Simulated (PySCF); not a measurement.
A calculated (M06-2X, PySCF 2.14, aug-cc-pVDZ-DK, scalar relativity by spin-free X2C-1e) atom or ion has these occupied shells.

```
shell  electrons  orbital energy (eV)  rms radius, mean of both spins (bohr)
 1s α          1             -11071.6                                 0.0542
 1s β          1             -11071.5                                 0.0542
 2s α          1              -1418.6                                  0.228
 2s β          1              -1418.5                                  0.228
 2p α          3              -1243.0                                  0.203
 2p β          3              -1243.0                                  0.203
 3s α          1              -192.06                                  0.669
 3s β          1              -191.98                                  0.669
 3p α          3              -137.56                                  0.701
 3p β          3              -137.47                                  0.701
 3d α          5              -46.463                                  0.818
 3d β          5              -46.408                                  0.818
 4s α          1              -22.289                                   2.24
 4s β          1              -20.541                                   2.24
 4p α          1              -13.683                                   2.76
```

Name the element and its charge.

Ge+ (germanium, charge +1), in [Ar] 3d10 4s2 4p1, 2P determinant.
